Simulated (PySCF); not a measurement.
`O=CC1=CC=C([O-])[SiH2]1`, [C5H5O2Si]-, charge -1

Geometry (Å), atoms numbered from 1 in this order:
```xyz
13

O    -2.9787    0.2978   -0.8731
C    -2.0708    0.7596   -0.1719
C    -0.7591    0.2941   -0.0497
C     0.1925    0.9005    0.7814
C     1.4653    0.3787    0.8404
C     1.7092   -0.7633    0.0279
O     2.7847   -1.3758   -0.0611
Si    0.0505   -1.1571   -0.8923
H    -2.2971    1.6655    0.4558
H    -0.0768    1.7738    1.3724
H     2.2400    0.8076    1.4647
H    -0.4645   -2.4946   -0.5575
H     0.2005   -1.0862   -2.3547
```

Total charge -1.

Method: quadratic response B3LYP/def2-SVPD first hyperpolarisability, Taylor convention, gas phase (PySCF). Geometry: GFN2-xTB.

For a gas-phase anion, states above the detachment energy (about 1.2 eV, taken as minus the energy of the highest occupied orbital) lie in the continuum and depend on the basis.

Question: Give β for the processes computed.

Answer: In 10⁻³⁰ esu, Taylor convention; the vector part is βᵢ = ⅓ Σⱼ (βᵢⱼⱼ + βⱼᵢⱼ + βⱼⱼᵢ):
```csv
process,λ (nm),β vector norm,β HRS,depolarisation ratio
"static β(0;0,0)",∞,2.15,1.20,2.68
"second harmonic β(−2ω;ω,ω)",1550,1.79,1.10,2.43
"Pockels β(−ω;ω,0)",1550,2.06,–,–
"second harmonic β(−2ω;ω,ω)",1064,2.34,1.16,2.66
"Pockels β(−ω;ω,0)",1064,1.92,–,–
"Pockels β(−ω;ω,0)",694.3,1.63,–,–
```

Second harmonics within 0.3 eV of the first excitation or beyond it are left out.

Question: Which lowest excitations and polarisabilities go with it?

Answer: S1 3.00 eV (f = 0.001); S2 3.17 eV (f = 0.144); S3 3.92 eV (f = 0.000); isotropic α 114.3 au static, 115.8 au at 1550 nm, 117.7 au at 1064 nm, 121.3 au at 775 nm, 123.5 au at 694.3 nm, 134.6 au at 532 nm.
